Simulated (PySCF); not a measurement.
**Computed properties of (1E)-2-chloro-1-iodobuta-1,3-diene (C4H4ClI), SMILES Cl/C(C=C)=C/I**

C4H4ClI, SMILES C=C/C(Cl)=C\I. Geometry optimised at PBE0-D3(BJ)/def2-SVP. The def2 effective core potentials stand for the cores of I; spin–orbit coupling is left out. Other conformers were not sampled. All values are computed for the isolated molecule unless a solvent is named; none is compared with measurement here.

**Structure.** The optimised structure has Cs symmetry. All 24 harmonic modes at PBE0-D3(BJ)/def2-SVP (PySCF) are real, so it is a minimum. With heavy atoms numbered as in [CH2:1]=[CH:2]/[C:3]([Cl:4])=[CH:5]\[I:6], the shortest bond between them is C1–C2 at 1.338 Å and the longest C5–I6 at 2.082 Å.

**Vibrations.** The strongest infrared lines (harmonic, unscaled, degenerate partners summed) lie at 1127 cm⁻¹ (50 km/mol, H 64 %, C 36 %), 725 cm⁻¹ (49 km/mol, C 75 %, Cl 16 %), 959 cm⁻¹ (37 km/mol, H 73 %, C 27 %). The softest mode is at 121 cm⁻¹ and the zero-point energy is 41.7 kcal/mol.

**Electronic structure.** CAM-B3LYP/def2-TZVP (PySCF) places the frontier levels at -7.98 and -0.56 eV, a gap of 7.42 eV, and gives a dipole moment of 0.74 D and a mean polarisability of 96.8 bohr³. PBE/def2-TZVP (PySCF) at the same geometry gives -5.79 and -2.50 eV, so its gap is 4.13 eV narrower. An orbital gap is neither the optical nor the fundamental gap.

**Excitations.** TDA-ωB97X/def2-SVPD (PySCF) has S1 at 4.70 eV (264 nm, f = 0.000, dark); the most intense of the 10 singlets computed lies at 5.36 eV (f = 0.56). T1 (TDA) is at 3.01 eV, 1.69 eV under S1. TDA-PBE/def2-SVPD (PySCF) puts S1 at 3.97 eV. No vertical singlet excitation falls in the visible range (under 3.1 eV).
